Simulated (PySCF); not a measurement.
C3H14SSi3, SMILES C[Si](C)(C)[SiH2][SiH2]S (GFN2-xTB optimised geometry):

```
21

C      2.679     0.117     1.752
Si     0.806     0.433     1.535
C     -0.053     0.225     3.229
C      0.547     2.232     0.950
Si    -0.159    -1.056     0.000
Si    -2.479    -1.056     0.000
S     -3.167     1.004     0.000
H      3.122     0.802     2.470
H      2.867    -0.893     2.105
H      3.210     0.238     0.813
H     -1.115     0.442     3.154
H      0.363     0.896     3.975
H      0.050    -0.788     3.608
H     -0.511     2.459     0.857
H      1.007     2.408    -0.018
H      0.972     2.948     1.648
H      0.236    -2.459     0.205
H      0.284    -0.775    -1.380
H     -3.210    -1.670    -1.111
H     -3.122    -1.524     1.224
H     -2.585     1.359    -1.135
```

Level of theory: PBE0/def2-SVP in PySCF.

Q: What are the frontier orbital energies and the dipole moment?

A: HOMO-2 -8.40 eV, HOMO-1 -7.91 eV, HOMO -6.93 eV, LUMO -0.28 eV, LUMO+1 0.04 eV; dipole moment 1.77 D.

On the same geometry PBE/def2-SVP run with PySCF 2.14.0 gives HOMO-2 -7.16 eV, HOMO-1 -6.75 eV, HOMO -5.71 eV, LUMO -1.05 eV, LUMO+1 -0.73 eV; dipole moment 1.69 D.

Meta-Löwdin charges at PBE0/def2-SVP: C1 -0.54, Si2 0.68, C3 -0.54, C4 -0.54, Si5 0.06, Si6 0.34, S7 -0.30, H8 0.12, H9 0.11, H10 0.11, H11 0.12, H12 0.11, H13 0.11, H14 0.12, H15 0.11, H16 0.11, H17 -0.07, H18 -0.07, H19 -0.08, H20 -0.07, H21 0.09.
